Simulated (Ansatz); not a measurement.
Species: sum formula HBO, charge 0, multiplicity 1. SMILES: B=O
Geometry: optimised at B3LYP-D3(BJ)/def2-TZVP (Ansatz, a quantum-chemistry and plane-wave program).

Computed values are from Ansatz. Correlated levels leave the core frozen unless marked. UHF or UKS for open shells. No spin-orbit coupling. Non-relativistic. Basis-set limits of correlation are two-point, X^-3; Hartree-Fock from the larger set (for Q and 5 zeta extrapolated as (X+1)exp(-9√X)).

### Question
What is the dipole moment at CCSD(T)/aug-cc-pVDZ?

### Answer
2.66 D.

### Question
What is the T1 diagnostic at CCSD/cc-pV5Z?

### Answer
0.019.

### Question
What is the total energy at CCSD(T)/CBS(cc-pVQZ,cc-pV5Z)?

### Answer
-100.6015 Eh.

### Question
What is the vertical ionisation energy (to the doublet) at CCSD(T)/CBS(aug-cc-pVTZ,aug-cc-pVQZ)?

### Answer
13.72 eV.

### Question
What is the atomisation energy De at CCSD(T)/CBS(cc-pVQZ,cc-pV5Z)?

### Answer
309.8 kcal/mol.
